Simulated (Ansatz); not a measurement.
Isolated molecules relaxed with PBE0-D4/def2-TZVP in Ansatz; ΔE leaves out vibrations. CCSD(T)/CBS is the MP2 limit (def2-TZVPP, def2-QZVPP) plus CCSD(T) − MP2 in def2-TZVPP, frozen cores. This one scheme is used for every species. Functionals use def2-TZVPP. B3LYP here is the variant with VWN-RPA as its local correlation; programs differ in this. HSE06 is defined as in plane-wave codes. Each species was taken in one conformer, which may not be the lowest.

`C[NH][Al]([F])[F]` + H₂O → `[OH][Al]([F])[F]` + CH₃NH₂  (formal hydrolysis of the Al–N bond)

`C[NH][Al]([F])[F]`:

```xyz
9

C    -0.141    1.268   -0.193
N    -0.339   -0.012    0.459
Al    0.339   -1.559    0.014
F    -0.005   -2.908    0.883
F     1.334   -1.686   -1.285
H     0.318    2.004    0.477
H    -1.081    1.691   -0.564
H     0.524    1.151   -1.051
H    -0.949    0.051    1.260
```

H₂O:

```xyz
3

O    -0.052    0.054    0.382
H    -0.213    0.684   -0.323
H     0.265   -0.738   -0.059
```

`[OH][Al]([F])[F]`:

```xyz
5

O     1.000    0.703    0.218
Al   -0.275   -0.269   -0.264
F    -0.297   -0.849   -1.790
F    -1.506   -0.663    0.742
H     1.079    1.078    1.094
```

CH₃NH₂:

Z-matrix (Å, degrees):
```
C
N 1 1.453
H 1 1.092 2 109.4
H 1 1.100 2 115.4 3 -121.6
H 1 1.092 2 109.4 3 116.8
H 2 1.012 1 110.6 3 62.6
H 2 1.012 1 110.6 3 -179.3
```

```
             level  ΔE (kJ/mol)  difference from CCSD(T)/CBS
       LDA (SPW92)        -35.6                          3.3
            PBE-D4        -37.3                          1.6
         revPBE-D4        -37.0                          1.9
           BLYP-D4        -39.7                         -0.8
         r2SCAN-D4        -42.1                         -3.2
           PBE0-D4        -37.8                          1.1
          B3LYP-D4        -40.1                         -1.2
        r2SCANh-D4        -41.8                         -2.9
        r2SCAN0-D4        -41.6                         -2.7
          HSE06-D4        -37.7                          1.2
          BHLYP-D4        -41.4                         -2.5
      CAM-B3LYP-D4        -41.6                         -2.7
           ωB97X-V        -41.3                         -2.4
           ωB97M-V        -40.8                         -1.9
            B2PLYP        -44.1                         -5.2
               PBE        -40.3                         -1.4
            revPBE        -42.1                         -3.2
              BLYP        -45.5                         -6.6
            r2SCAN        -43.0                         -4.1
              PBE0        -40.5                         -1.6
             B3LYP        -44.8                         -5.9
           r2SCANh        -42.8                         -3.9
           r2SCAN0        -42.6                         -3.7
             BHLYP        -45.7                         -6.8
         CAM-B3LYP        -44.5                         -5.6
           LC-ωPBE        -41.4                         -2.5
RPA@PBE/def2-TZVPP        -40.0                         -1.1
       HF/def2-SVP        -43.8                         -4.9
      MP2/def2-SVP        -41.3                         -2.4
  CCSD(T)/def2-SVP        -39.9                         -1.0
     HF/def2-TZVPP        -49.2                        -10.3
    MP2/def2-TZVPP        -41.1                         -2.2
SCS-MP2/def2-TZVPP        -42.6                         -3.7
   CCSD/def2-TZVPP        -41.8                         -2.9
CCSD(T)/def2-TZVPP        -40.7                         -1.8
    MP2/def2-QZVPP        -40.2                         -1.3
SCS-MP2/def2-QZVPP        -41.7                         -2.8
      HF/CBS(def2)        -49.6                        -10.7
     MP2/CBS(def2)        -39.3                         -0.4
    CCSD/CBS(def2)        -40.0                         -1.1
       CCSD(T)/CBS        -38.9                            0
```

Largest T1 diagnostic among the species: 0.013.

Leaving LDA and LC-ωPBE aside and taking each functional with its dispersion term where it has one, the values spread over 7.0 kJ/mol, from B2PLYP to revPBE-D4. LDA lies +4.8 kJ/mol from PBE without D4. In def2-TZVPP, CCSD(T) changes the Hartree–Fock value by +8.5 kJ/mol (the triples alone add +1.1 kJ/mol) and MP2 by +8.1 kJ/mol.
